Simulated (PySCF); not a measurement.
**Correlation energy of Os⁺ (osmium, charge +1)**

[Xe] 4f14 5d6 6p1, one real determinant (an excited configuration). Computed with PySCF 2.14 in aug-cc-pwCVDZ-PP with ECP60MDF (6s6p5d3f, 70 functions), with a scalar-relativistic core potential. Frozen: 5s2 5p6; 7 electrons correlated.

```json
{"level": "CCSD", "correlation energy (mhartree)": "-116.32"}
{"level": "(T)", "correlation energy (mhartree)": "-4.11"}
{"level": "CCSD(T)", "correlation energy (mhartree)": "-120.43"}
```

Diagnostics: T1 = 0.0091, D1 = 0.0240, largest double amplitude 0.089.

Problem. Is a single reference adequate?

Solution. Mostly. T1 lies below 0.03, but a double amplitude of this size points to a near-degeneracy that CCSD handles and MP2 describes poorly.

The reference is one real determinant that mixes LS terms of this configuration.
